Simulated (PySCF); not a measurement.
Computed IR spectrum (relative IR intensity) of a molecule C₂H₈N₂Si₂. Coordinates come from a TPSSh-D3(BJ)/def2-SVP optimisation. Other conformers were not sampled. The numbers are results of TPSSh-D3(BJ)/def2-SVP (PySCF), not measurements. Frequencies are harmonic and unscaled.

| ν (cm⁻¹) | relative intensity |
|---|---|
| 252 | 3.9 |
| 269 | 14 |
| 295 | 3.7 |
| 310 | 9.2 |
| 367 | 39 |
| 407 | 10 |
| 425 | 9.9 |
| 498 | 4.7 |
| 637 | 5.6 |
| 658 | 16 |
| 714 | 6.5 |
| 753 | 24 |
| 806 | 42 |
| 879 | 22 |
| 924 | 100 |
| 943 | 18 |
| 993 | 13 |
| 1178 | 5.1 |
| 1448 | 8.1 |
| 1463 | 3.7 |
| 1554 | 17 |
| 1593 | 31 |
| 2201 | 52 |
| 2210 | 39 |
| 2261 | 51 |
| 3020 | 4.7 |
| 3096 | 3.3 |
| 3136 | 3.7 |
| 3551 | 11 |
| 3648 | 10 |

Which molecule gave these data?
A) C[Si@@H]1N=C[SiH2]N1
B) N[Si@@H]1C=C[SiH2]N1
C) [SiH3]N1CN=C[SiH2]1
D) CC1=N[Si@@H](N)[SiH2]1

D, CC1=N[Si@@H](N)[SiH2]1
